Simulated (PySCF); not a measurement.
Correlation energy of Mo (molybdenum, neutral)

[Kr] 4d4 5s2, high-spin 5D determinant (an excited configuration). Computed with PySCF 2.14 in def2-TZVPPD with the def2 core potential (28 electrons), with a scalar-relativistic core potential. Frozen: nothing; 14 electrons correlated.

```json
{"level": "CCSD", "correlation energy (mhartree)": "-376.13"}
{"level": "(T)", "correlation energy (mhartree)": "-14.33"}
{"level": "CCSD(T)", "correlation energy (mhartree)": "-390.46"}
```

Diagnostics: T1 = 0.024, D1 = 0.1174, largest double amplitude 0.078.

Problem. Is a single reference adequate?

Solution. Mostly. T1 lies below 0.03, but a double amplitude of this size points to a near-degeneracy that CCSD handles and MP2 describes poorly.

The basis has no tight functions for the innermost shells, so their pair energies are far from complete.

This basis was not built for core-valence correlation, so the inner-shell part is incomplete.
